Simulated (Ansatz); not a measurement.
Born–Oppenheimer molecular dynamics of H2 + H2Se (5 atoms, charge 0, multiplicity 1). It starts from a relaxed structure.

Method: RKS PBE-D4/def2-SVP (Ansatz 0.2.0).

- ensemble: NVE (velocity Verlet)
- time step: 1 fs
- steps asked: 150
- starting velocities drawn for: 300 K
- masses: H 2.014 u
- seed: 466650

Frames 10 fs apart, positions in Å, forces in eV/Å.

Velocities at 30.0 fs (Å/ps):

```
H -0.98 -2.65 -10.00
H 6.88 -3.67 3.94
Se 0.44 0.07 0.69
H -9.89 -5.35 -6.34
H -13.35 8.95 -14.82
```

```xyz
5
Properties=species:S:1:pos:R:3:forces:R:3 time_fs=30.0 energy_less_start_eV=0.027 T=230
H -0.306 0.158 -1.893 0.25 -0.18 -0.13
H 0.225 -0.271 -2.268 -0.24 0.17 0.12
Se -0.105 0.627 1.505 -0.07 -0.34 -0.19
H -0.931 -0.572 1.160 0.05 0.23 0.13
H 0.947 0.102 0.593 0.01 0.12 0.07
5
Properties=species:S:1:pos:R:3:forces:R:3 time_fs=40.0 energy_less_start_eV=0.030 T=224
H -0.308 0.130 -1.989 0.24 -0.16 -0.07
H 0.287 -0.307 -2.234 -0.24 0.16 0.06
Se -0.103 0.625 1.511 0.15 0.04 -0.08
H -0.972 -0.511 1.146 -0.15 -0.12 0.01
H 0.841 0.208 0.440 0.00 0.08 0.08
5
Properties=species:S:1:pos:R:3:forces:R:3 time_fs=50.0 energy_less_start_eV=0.033 T=214
H -0.293 0.096 -2.080 0.17 -0.10 -0.02
H 0.333 -0.340 -2.213 -0.16 0.10 0.00
Se -0.100 0.622 1.515 -0.19 -0.18 -0.02
H -1.060 -0.469 1.144 0.24 0.22 0.03
H 0.738 0.345 0.322 -0.05 -0.04 0.01
5
Properties=species:S:1:pos:R:3:forces:R:3 time_fs=60.0 energy_less_start_eV=0.034 T=213
H -0.265 0.061 -2.165 0.05 -0.02 0.00
H 0.369 -0.374 -2.207 -0.04 0.02 -0.02
Se -0.097 0.618 1.520 0.25 0.23 0.04
H -1.095 -0.393 1.140 -0.16 -0.20 -0.12
H 0.607 0.474 0.217 -0.10 -0.03 0.10
5
Properties=species:S:1:pos:R:3:forces:R:3 time_fs=70.0 energy_less_start_eV=0.036 T=207
H -0.230 0.025 -2.250 -0.09 0.07 -0.01
H 0.398 -0.410 -2.212 0.09 -0.07 -0.01
Se -0.093 0.616 1.525 -0.31 -0.29 -0.16
H -1.158 -0.357 1.100 0.26 0.25 0.17
H 0.445 0.590 0.144 0.05 0.04 0.00
5
Properties=species:S:1:pos:R:3:forces:R:3 time_fs=80.0 energy_less_start_eV=0.038 T=201
H -0.191 -0.012 -2.336 -0.19 0.14 -0.05
H 0.423 -0.448 -2.223 0.19 -0.14 0.04
Se -0.091 0.613 1.529 0.24 0.17 -0.20
H -1.177 -0.280 1.109 -0.30 -0.23 0.02
H 0.297 0.727 0.093 0.06 0.06 0.18
5
Properties=species:S:1:pos:R:3:forces:R:3 time_fs=90.0 energy_less_start_eV=0.037 T=206
H -0.148 -0.050 -2.426 -0.23 0.17 -0.09
H 0.445 -0.484 -2.234 0.22 -0.16 0.09
Se -0.087 0.610 1.530 -0.38 -0.28 -0.08
H -1.266 -0.249 1.149 0.36 0.26 0.13
H 0.178 0.889 0.100 0.02 0.01 -0.05
5
Properties=species:S:1:pos:R:3:forces:R:3 time_fs=100.0 energy_less_start_eV=0.038 T=204
H -0.102 -0.090 -2.521 -0.19 0.14 -0.11
H 0.461 -0.517 -2.240 0.19 -0.14 0.12
Se -0.085 0.605 1.531 0.43 0.31 -0.01
H -1.285 -0.171 1.214 -0.35 -0.21 -0.17
H 0.061 1.056 0.115 -0.08 -0.10 0.16
5
Properties=species:S:1:pos:R:3:forces:R:3 time_fs=110.0 energy_less_start_eV=0.038 T=204
H -0.050 -0.133 -2.619 -0.10 0.08 -0.08
H 0.471 -0.543 -2.239 0.09 -0.07 0.10
Se -0.081 0.603 1.531 -0.43 -0.29 -0.02
H -1.371 -0.126 1.236 0.45 0.25 0.09
H -0.082 1.186 0.172 -0.01 0.03 -0.09
5
Properties=species:S:1:pos:R:3:forces:R:3 time_fs=120.0 energy_less_start_eV=0.040 T=197
H 0.010 -0.183 -2.719 0.01 -0.01 0.00
H 0.469 -0.559 -2.229 -0.02 0.02 0.02
Se -0.079 0.599 1.531 0.32 0.33 -0.24
H -1.369 -0.037 1.275 -0.44 -0.29 0.01
H -0.227 1.315 0.227 0.13 -0.05 0.20
5
Properties=species:S:1:pos:R:3:forces:R:3 time_fs=130.0 energy_less_start_eV=0.039 T=199
H 0.082 -0.244 -2.815 0.09 -0.08 0.13
H 0.453 -0.560 -2.213 -0.10 0.09 -0.11
Se -0.076 0.597 1.529 -0.58 -0.30 -0.06
H -1.449 -0.013 1.341 0.53 0.18 0.13
H -0.321 1.436 0.337 0.05 0.11 -0.10
5
Properties=species:S:1:pos:R:3:forces:R:3 time_fs=140.0 energy_less_start_eV=0.035 T=209
H 0.169 -0.317 -2.899 0.11 -0.10 0.27
H 0.419 -0.543 -2.198 -0.11 0.11 -0.24
Se -0.076 0.593 1.525 0.53 0.36 -0.13
H -1.420 0.034 1.446 -0.54 -0.19 -0.06
H -0.383 1.578 0.443 0.01 -0.17 0.17
```

Of the whole run (150 fs, mean temperature of the second half 200 K): The conserved energy stayed within 0.11 meV per atom of its start (net change 0.078 meV per atom), so the integration is sound. A run of 0.15 ps of so small a system gives no equilibrium averages.

The run took 4.7 min on 1 thread of AMD EPYC (Zen 3) (shared host), peak memory 0.1 GiB.
